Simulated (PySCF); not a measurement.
Trends in electronic spectra. Method: TDDFT wB97X-D/def2-SVPD, vertical, gas phase, core orbitals frozen in the response in PySCF 2.14.0, density-fitted response routines. Geometries: PBE0-D3(BJ)/def2-SVP; one conformer of each isolated species. Triplets are in the Tamm–Dancoff approximation. Relativistic effects are left out although some hold elements past zinc.

Problem. Rank by computed HOMO–LUMO gap, highest first.
A. `CC(=O)CC(C)=O`
B. `C=C(OC)C(C)=O`
C. `CCN1C=CN=C1`
D. `[SiH3][GeH2][GeH2][CH2]Cl`
E. `CCc1ccccc1`
F. `O[SiH](O)CCl`
G. `OB(O)c1ccncc1`

Solution. F (11.73 eV), D (10.84 eV), C (10.47 eV), E (10.27 eV), A (9.84 eV), G (9.62 eV), B (9.30 eV).

```tsv
SMILES	gap (eV)	α (au)	T1 (eV)	LUMO (eV)	f (S1)	first f ≥ 0.01 (nm)	S1 mainly
O[SiH](O)CCl	11.73	58.7	6.22	1.52	0.011	180	H→L (64%)
[SiH3][GeH2][GeH2][CH2]Cl	10.84	122.4	6.05	1.31	0.015	183	H-1→L (21%)
CCn1ccnc1	10.47	71.2	–	2.09	0.135	192	H→L+1 (52%)
CCc1ccccc1	10.27	92.8	4.17	1.53	0.002	203	H→L (58%)
CC(=O)CC(C)=O	9.84	65.9	3.75	0.42	0.006	177	H→L (80%)
OB(O)c1ccncc1	9.62	83.1	4.04	0.24	0.004	235	H→L (96%)
C=C(OC)C(C)=O	9.30	69.3	3.37	0.35	0.000	238	H-1→L (96%)
```

H and L stand for HOMO and LUMO; a dash means that no computed state gives the value.
